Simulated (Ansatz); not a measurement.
`O[SiH2]P[SiH3]`, relaxed with RKS PBE0-D4/def2-TZVP in the Gaussian-basis code of Ansatz from a PBE-D4/def2-SVP geometry. The force threshold is 0.005 eV/Å; the program also tests the step.

The species carries charge 0 and has multiplicity 1.

Start:

```xyz
11

O    -1.038   -1.636    0.134
Si   -0.758   -0.716   -1.255
P     0.294    1.274   -0.901
Si    1.268    0.678    1.074
H    -1.591   -1.201    0.807
H    -2.030   -0.400   -2.003
H     0.140   -1.567   -2.097
H    -0.844    1.905   -0.279
H     0.294    0.253    2.141
H     2.222   -0.448    0.790
H     2.043    1.860    1.589
```

**Question.** By how much does the energy fall, and how many steps does the optimiser take? (Estimate.)

**Answer.** Ansatz gave: 0.06 eV, in 12 steps, 1 of them rejected.

**Question.** Which bonds change most? (Estimate.)

**Answer.** Ansatz gave: O1–Si2 from 1.689 to 1.649 Å; Si2–P3 from 2.278 to 2.247 Å; P3–Si4 from 2.281 to 2.251 Å; Si2–H6 from 1.509 to 1.489 Å.

**Question.** Give the relaxed structure. (An estimate is asked.)

**Answer.** Computed: 
```xyz
11

O    -1.157   -1.590    0.113
Si   -0.749   -0.712   -1.222
P     0.240    1.270   -0.848
Si    1.303    0.682    1.046
H    -1.738   -1.183    0.757
H    -1.941   -0.430   -2.069
H     0.216   -1.562   -1.957
H    -0.883    1.853   -0.199
H     0.391    0.213    2.121
H     2.262   -0.401    0.707
H     2.056    1.859    1.552
```
